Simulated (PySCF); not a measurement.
A calculated (B97-3, PySCF 2.14, aug-cc-pCVTZ-DK, the spin-free X2C one-electron Hamiltonian (Gaussian nucleus)) atom or ion has these occupied shells.

```tsv
shell	electrons	orbital energy (eV)	rms radius, mean of both spins (bohr)
1s α	1	-3201.1	0.0992
1s β	1	-3200.2	0.0992
2s α	1	-356.61	0.449
2s β	1	-355.74	0.449
2p α	3	-287.08	0.418
2p β	3	-285.66	0.418
3s α	1	-70.830	1.39
3s β	1	-64.690	1.39
3p α	3	-53.651	1.49
```

Question: Name the element and its charge.

Answer: Ar³⁺ (argon, charge +3), in [Ne] 3s2 3p3, high-spin 4S determinant.
